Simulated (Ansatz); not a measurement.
```json
{"atom": "H", "x (Å)": "0.0001", "y (Å)": "0.3700", "z (Å)": "3.8000"}
{"atom": "H", "x (Å)": "-0.0001", "y (Å)": "-0.3700", "z (Å)": "3.8000"}
{"atom": "H", "x (Å)": "0.3700", "y (Å)": "0.0000", "z (Å)": "0.0000"}
{"atom": "H", "x (Å)": "-0.3700", "y (Å)": "0.0000", "z (Å)": "0.0000"}
```

RHF on singlet H₄ in separate pieces was run in several spherical basis sets with Ansatz (development build ahead of 0.2.0).

(1) Rank the basis sets by the total energy that they give, lowest first, with the distance from the lowest.
A. cc-pVDZ
B. 6-31G
C. def2-SVP

Results:

(1) C (0.00 eV), A (0.01 eV), B (0.12 eV).
